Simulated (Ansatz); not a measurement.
A run for Ansatz (a quantum-chemistry and plane-wave program): R-r2SCAN/def2-TZVPP on FHTe (SMILES F[TeH]). Elements past Kr take the def2 small-core potentials; no spin–orbit coupling.

Ansatz 0.2 input:
```yaml
crystal:
  periodic: [false, false, false]
  atoms:
    - {symbol: Te, position_ang: [0.18279046, -0.06108143, 0.19716521]}
    - {symbol: H, position_ang: [1.30242198, -0.31922309, -1.00667509]}
    - {symbol: F, position_ang: [-1.20841380, 0.39121097, -1.04162456]}
basis:
  gaussian:
    orbitals: def2-TZVPP
hamiltonian:
  xc: {name: r2SCAN}
accuracy: high
phonons: {}
scf: {lower_state_search: off}
```

What total energy does the run end on?

-368.5591 hartree.

How many basis functions does it have, and what does it roughly cost on one machine?

95 functions; very roughly 70 core-seconds.
